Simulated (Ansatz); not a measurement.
Two members of one family (AlAs nanocrystals, H-capped) that differ in charge, which shifts all levels, computed with Ansatz in the gas phase. Sets without diffuse functions give affinities that are too small. A dash marks a value that wasn't run or was left out as unsound. The structures are stationary points that may keep the symmetry of their start. Remarks come from the PBE and PBE0 runs and from stability tests at other levels; not every state was tested. A HOMO above zero means that the electron is unbound at that level and held by the basis, or that self-interaction error raises the level; the energy of removing that electron tells which. HOMO above LUMO (over both spins in singlets and doublets, within one spin in higher multiplets; at PBE or PBE0), or a gap under 0.15 eV within one spin, warns that the state may not be the lowest or that an electron is smeared out.

First: Al6As6H18, cut from wurtzite (singlet, charge 0, PBE-D4/def2-SVP geometry).

```xyz
30

As    1.756   -2.265   -0.420
Al    1.757   -1.101    1.822
Al    2.720    1.582   -1.078
As    1.839    1.291    1.270
As   -0.672   -1.543    2.357
Al   -0.184    2.444    2.249
Al    0.316   -1.449   -2.328
As    0.596    0.991   -2.307
As   -1.901   -1.841   -1.182
Al   -2.529   -0.601    0.928
Al   -1.657    2.088   -1.989
As   -1.856    1.722    0.500
H     3.192   -2.380   -0.909
H     1.485   -3.753   -0.199
H     2.741   -1.809    2.858
H     3.750    0.361   -1.327
H     3.115    3.112   -1.343
H     3.000    1.696    2.178
H    -0.876   -3.051    2.497
H    -0.928   -1.157    3.805
H    -0.558    1.638    3.598
H     0.010    4.034    2.218
H     0.484   -2.354   -3.631
H     0.928    1.198   -3.784
H    -2.069   -3.339   -0.937
H    -3.015   -1.664   -2.202
H    -3.972   -1.027    1.460
H    -1.568    3.653   -2.322
H    -2.743    1.111   -2.679
H    -3.161    2.414    0.895
```

| level | HOMO (eV) | LUMO (eV) | gap (eV) | vertical EA (eV) |
| --- | --- | --- | --- | --- |
| PBE-D4/def2-SVP | -6.25 | -2.48 | 3.77 | – |
| PBE-D4/def2-TZVP | -6.29 | -2.55 | 3.73 | 0.99 |
| r2SCAN-D4/def2-TZVP | -6.55 | -2.43 | 4.12 | – |
| PBE0-D4/def2-SVP | -7.31 | -1.77 | 5.54 | – |
| PBE0-D4/def2-TZVP | -7.32 | -1.83 | 5.49 | 0.80 |

Remarks: HOMO above zero (-1 doublet).

Second: Al6As7H20⁺, cut from zinc blende (singlet, charge 1, PBE-D4/def2-SVP geometry).

```xyz
33

As   -2.809   -2.142   -0.627
As    2.671    2.270   -1.718
As    0.953   -1.774   -1.350
As   -1.121    1.446   -1.320
As   -2.478    0.315    2.278
As    1.412    0.805    1.557
As   -0.211   -2.772    2.174
Al    0.472    2.651   -2.931
Al   -1.251   -0.862   -2.159
Al   -2.622   -2.147    1.873
Al    3.341    2.277    0.733
Al    1.718   -1.583    1.043
Al   -0.803    1.821    1.108
H    -2.976   -3.583   -1.093
H    -4.221   -1.662   -0.932
H     3.620    3.267   -2.376
H     3.296    1.018   -2.333
H     1.125   -3.215   -1.811
H     2.036   -1.145   -2.216
H    -2.509    1.996   -1.637
H    -3.894    0.855    2.109
H    -2.367    0.494    3.787
H     1.531    0.803    3.080
H    -0.096   -4.283    2.012
H     0.054   -2.706    3.672
H     0.481    1.700   -4.219
H     0.134    4.206   -2.852
H    -1.582   -1.175   -3.681
H    -3.687   -3.010    2.675
H     4.669    1.408    0.893
H     3.030    3.734    1.304
H     3.096   -2.316    1.338
H    -1.013    3.310    1.619
```

Task: Estimate the same table for the second.

Result: 
```
              level  HOMO (eV)  LUMO (eV)  gap (eV)  vertical EA (eV)
    PBE-D4/def2-SVP      -9.13      -5.45      3.68                 –
   PBE-D4/def2-TZVP      -9.15      -5.52      3.63              3.94
r2SCAN-D4/def2-TZVP      -9.41      -5.40      4.01                 –
   PBE0-D4/def2-SVP     -10.20      -4.73      5.47                 –
  PBE0-D4/def2-TZVP     -10.19      -4.79      5.41              3.73
```

Remarks: gap within one spin near zero at PBE or PBE0 (neutral doublet).
